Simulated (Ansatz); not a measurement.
`CS[SiH](Cl)Cl`, charge 0, multiplicity 1.

**Question.** Give a relaxed structure at PBE0-D4/def2-TZVP (the Gaussian-basis code of Ansatz). (Best estimate.)

**Answer.** Ansatz gave: 
```xyz
9

C     0.051   -0.347    1.497
S     1.042    0.775    0.466
Si    0.123    0.471   -1.396
Cl    0.235   -1.486   -1.989
Cl   -1.867    0.952   -1.350
H    -0.994   -0.044    1.502
H     0.148   -1.375    1.151
H     0.454   -0.267    2.506
H     0.807    1.321   -2.388
```
Point group Cs.
This is one stationary point; other conformers may exist.
